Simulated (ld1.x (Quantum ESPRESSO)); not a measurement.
## In, RRKJ: configuration errors across variants

| Item | Value |
| --- | --- |
| Element | indium |
| Generator | ld1.x (Quantum ESPRESSO) 7.5 |
| Type | norm-conserving RRKJ (Kleinman–Bylander form) |
| Functional | PBE |
| Relativity | scalar-relativistic |
| Frozen core | [Kr] 4d10 |
| Valence charge | 3 |
| Reference configuration | 5s2 5p0 (charge +1) |
| Partial waves | 5p (bound, empty): rc 2.75 bohr; 5s (bound): rc 1.95 bohr |
| Local potential | the s channel |
| Core correction | none |

All-electron excitation energies from the reference (eV): (1) 5s2 5p1 -5.363; (2) 5s1 5p0 19.235; (3) 5s2 5p0.5 -3.423; (4) 5s0 5p3 6.584; (5) 5s1 5p2 0.478; (6) 5s1 5p1 6.593; (7) 5s2 5p1.3 -5.895.

A true bound ghost makes a file unfit for plane-wave use even where its test errors are small: the radial tests pick states by their node count and pass the ghost by.

Errors AE − PS in meV (a dash: test not solved or not reliable):

```csv
change,(1),(2),(3),(4),(5),(6),(7),bound ghosts
base,+43,+90,+15,+230,+105,+36,+59,none
wave 5s (bound): rc 1.95 bohr becomes 5s (bound): rc 1.30 bohr,+133,-29,+71,+275,+145,+27,+159,p
wave 5s (bound): rc 1.95 bohr becomes 5s (bound): rc 1.42 bohr,+50,+115,+17,+283,+108,+34,+68,s (extra level of the local part)
wave 5s (bound): rc 1.95 bohr becomes 5s (bound): rc 1.64 bohr,+44,+89,+15,+239,+104,+33,+61,none
wave 5s (bound): rc 1.95 bohr becomes 5s (bound): rc 1.98 bohr,+43,+90,+15,+231,+104,+35,+59,none
wave 5s (bound): rc 1.95 bohr becomes 5s (bound): rc 2.22 bohr,+43,+90,+15,+231,+105,+35,+59,none
wave 5s (bound): rc 1.95 bohr becomes 5s (bound): rc 2.38 bohr,+44,+89,+15,+232,+106,+36,+60,none
wave 5s (bound): rc 1.95 bohr becomes 5s (bound): rc 2.52 bohr,+45,+86,+15,+240,+109,+35,+61,none
wave 5s (bound): rc 1.95 bohr becomes 5s (bound): rc 2.78 bohr,+45,+78,+16,+243,+104,+27,+63,none
wave 5s (bound): rc 1.95 bohr becomes 5s (bound): rc 2.90 bohr,+46,+76,+16,+240,+101,+24,+63,none
```

Problem. Give the same row for: wave 5s (bound): rc 1.95 bohr becomes 5s (bound): rc 1.80 bohr.

Solution. +44, +90, +15, +236, +109, +37, +61; bound ghosts: none.
